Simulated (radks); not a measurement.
The numbers below are computed, except where a source is named.
Task: All-electron atom: the caesium ion Cs35+ in [Ar] 3d2. Code: a radial shooting solver on a logarithmic mesh with Libxc functionals. Model: scalar-relativistic Kohn-Sham, LDA (Slater exchange, Perdew-Wang correlation), spin-polarised, spherical densities, point nucleus; open shells are filled with parallel spins first (spin-orbit coupling, left out, can overturn this in heavy ions). Some entries of the table are withheld. Estimate them.

orbital,occ.,eigenvalue (hartree),<r> (bohr)
1s up,1,-1380.687,0.02613
1s down,1,-1380.679,0.02613
2s up,1,-271.2246,0.1114
2s down,1,-270.9320,0.1113
2p up,3,-250.5025,0.09742
2p down,3,-250.2747,0.09734
3s up,1,-98.30787,0.2780
3s down,1,-97.99377,0.2784
3p up,3,-91.76957,0.2712
3p down,3,-91.44535,0.2717
3d up,2,(1),(2)
3d down,0,(3),(4)
4s up,0,-49.65421,0.5352
4s down,0,-49.54856,0.5361
4p up,0,-47.03256,0.5377
4p down,0,-46.92612,0.5388
4d up,0,(5),0.5210
4d down,0,(6),0.5222

Result: 
(1) 3d up eigenvalue (hartree): -83.56492
(2) 3d up <r> (bohr): 0.2412
(3) 3d down eigenvalue (hartree): -83.16462
(4) 3d down <r> (bohr): 0.2417
(5) 4d up eigenvalue (hartree): -43.76657
(6) 4d down eigenvalue (hartree): -43.64841
